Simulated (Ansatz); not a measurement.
`C[S][AlH][F]` + `N=C=O` → `O=C=[N][AlH][F]` + CH₃SH at 700 K and 1 bar (ligand exchange at the Al–S bond).

Calculated with Ansatz (gas phase, PBE0-D4/def2-TZVP geometries, no zero-point term in ΔE). CCSD(T)/CBS is frozen-core, at the limit of the def2 triple- and quadruple-zeta sets. Each species was taken in one conformer, which may not be the lowest.

```csv
species,CCSD(T)/CBS energy (Eh),H − E (kJ/mol),S (J/(mol·K))
`C[S][AlH][F]`,-780.14968,192.6,427.7
`N=C=O`,-168.51449,89.3,283.6
`O=C=[N][AlH][F]`,-510.45422,118.0,410.6
CH₃SH,-438.22435,160.2,309.0
```

H − E and S are ideal-gas, rigid-rotor, harmonic terms from PBE0-D4/def2-TZVP, for one conformer and one mirror image of each species. 1 Eh = 2625.50 kJ/mol, R = 8.31446 J/(mol·K).

Question: By hand: ΔE, ΔH, ΔS and ΔG.

Answer: ΔE = (-510.45422) + (-438.22435) − (-780.14968) − (-168.51449) = -0.01440 Eh = -37.8 kJ/mol. Δ(H − E) = 118.0 + 160.2 − 192.6 − 89.3 = -3.7, so ΔH = -41.5 kJ/mol. ΔS = 410.6 + 309.0 − 427.7 − 283.6 = 8.3 J/(mol·K). ΔG = -41.5 − 700 × (8.3)/1000 = -47.3 kJ/mol.

Question: By hand: the equilibrium constant, and the temperature at which ΔG would vanish if ΔH and ΔS stayed fixed.

Answer: log₁₀ K = −ΔG/(RT ln 10) = 3.5. ΔH and −TΔS have one sign here, so there is no such temperature.

The number of gas molecules stays the same, so ΔS is small and ΔH decides. A doubt of 5 kJ/mol in ΔE shifts log₁₀ K by 0.4 here. Other conformers and mirror images would add mixing entropy, several J/(mol·K) or more a flexible species. Modes under 60 cm⁻¹, often nearly free rotors, make the harmonic entropy too high. These are equilibria of isolated gas molecules and say nothing of rates. Largest T1 diagnostic: 0.018 (customary marks: 0.02 for closed shells, 0.045 for open ones).

ΔS is within the doubt of such terms, so its sign, and with it that verdict, could turn.
